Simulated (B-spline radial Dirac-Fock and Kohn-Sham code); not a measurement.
**X-ray form factors of holmium in several charge states**

Model: Dirac-Fock densities. Program: a radial finite-basis atomic code.

Configurations: Ho⁵⁷⁺ [He] 2s2 2p6; Ho⁶³⁺ [He] 2s2; Ho⁶⁴⁺ [He] 2s1. The first column is f₀ of Ho⁵⁷⁺, the others are differences from it.

```csv
s (Å⁻¹),Ho⁵⁷⁺,Δ Ho⁶³⁺,Δ Ho⁶⁴⁺
0,10.000,-6.000,-7.000
0.05,9.999,-5.999,-6.999
0.1,9.996,-5.997,-6.996
0.15,9.990,-5.993,-6.991
0.2,9.982,-5.987,-6.985
0.25,9.972,-5.980,-6.976
0.3,9.960,-5.971,-6.966
0.35,9.945,-5.961,-6.954
0.4,9.928,-5.949,-6.939
0.45,9.910,-5.936,-6.923
0.5,9.888,-5.921,-6.906
0.6,9.840,-5.886,-6.864
0.7,9.783,-5.846,-6.816
0.8,9.718,-5.800,-6.761
0.9,9.645,-5.748,-6.699
1,9.564,-5.690,-6.631
1.1,9.476,-5.628,-6.556
1.2,9.380,-5.560,-6.476
1.4,9.169,-5.411,-6.297
1.6,8.934,-5.244,-6.099
```

Values without a named source are computed, but for edge energies of neutral atoms, which are taken from tables.
